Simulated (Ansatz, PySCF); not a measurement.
Si(H)(Cl)(Me)(NH2) (CH6ClNSi), SMILES N[SiH](Cl)C.

Coordinates come from a B3LYP-D3(BJ)/def2-SVP optimisation. The values are those of a single conformer.

Vertical ionisation energy (IE) and electron affinity (EA) in eV. Rows of orbital energies are one-electron estimates. Where ΔSCF, EOM or ADC give a negative EA the extra electron is unbound and the value depends on the basis.

| level | IE | EA |
|---|---|---|
| −ε(HOMO), −ε(LUMO), r2SCAN/def2-TZVP (PySCF) | 6.71 | -0.50 |
| −ε(HOMO), −ε(LUMO), PBE/def2-TZVP (PySCF) | [?] | [?] |
| ΔSCF, PBE0/def2-SVPD (Ansatz), final states of multiplicity 2 and 2 | 10.10 | -1.53 |
| ΔSCF, PBE/def2-SVPD (Ansatz), final states of multiplicity 2 and 2 | 9.79 | -1.34 |

What belongs in the gaps? (Estimate from the structure and the level; the computed values follow.)


- −ε(HOMO), −ε(LUMO), PBE/def2-TZVP (PySCF), IE: 6.39
- −ε(HOMO), −ε(LUMO), PBE/def2-TZVP (PySCF), EA: 0.12

What vertical singlet–triplet gap does ΔSCF give with PBE0/def2-SVPD (Ansatz, a quantum-chemistry and plane-wave program) and with PBE/def2-SVPD (Ansatz)? (Estimate from the structure and the level; the computed values follow.)

6.47 and 6.25 eV (triplet above singlet where positive).
